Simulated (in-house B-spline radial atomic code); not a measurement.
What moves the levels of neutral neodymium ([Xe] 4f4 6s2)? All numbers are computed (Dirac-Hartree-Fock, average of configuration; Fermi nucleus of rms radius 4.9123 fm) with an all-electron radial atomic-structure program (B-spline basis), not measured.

Baseline run (computed): total energy -9625.1369 hartree, 1s1/2 at -1610.423 hartree, 6s1/2 at -4.7391 eV with <r> = 4.768 bohr.

Scaling the speed of light c (a factor of 100 is close to the non-relativistic limit):

| c/c0 | ΔE (hartree) | 6s1/2 level (eV) | 6s1/2 <r> (bohr) |
| --- | --- | --- | --- |
| 0.95 | -41.229 | -4.76869 | 4.74 |
| 0.98 | -15.622 | -4.75023 | 4.757 |
| 1.02 | 14.586 | -4.72882 | 4.777 |
| 1.5 | 197.94 | -4.60631 | 4.897 |
| 100 | 341.57 | -4.51787 | 4.989 |

Changing the nucleus:

| nucleus | ΔE (eV) |
| --- | --- |
| Gaussian nucleus of rms radius 4.9123 fm | -0.0677 |
| uniform spherical nucleus of rms radius 4.9123 fm | 0.0214 |
| Gaussian nucleus of rms radius 0.01 fm | -14.3 |
| Fermi nucleus of rms radius 4.8141 fm | -0.507 |
| Fermi nucleus of rms radius 5.0105 fm | 0.515 |

A larger nucleus binds the electrons less, roughly as the density at the nucleus times the change of the nuclear <r²>. At equal rms radius the shape enters only through higher moments. A radius of 0.01 fm is nearly a point.

Problem. The nuclear charge is raised by 0.1. What does the Hellmann-Feynman theorem predict for the energy, and what is found?

Solution. dE/dZ ≈ -Σ<1/r>, which is -392.045 at the start and -392.995 at the end; their mean times 0.1 is -39.252 hartree, and the two runs differ by -39.251 hartree.
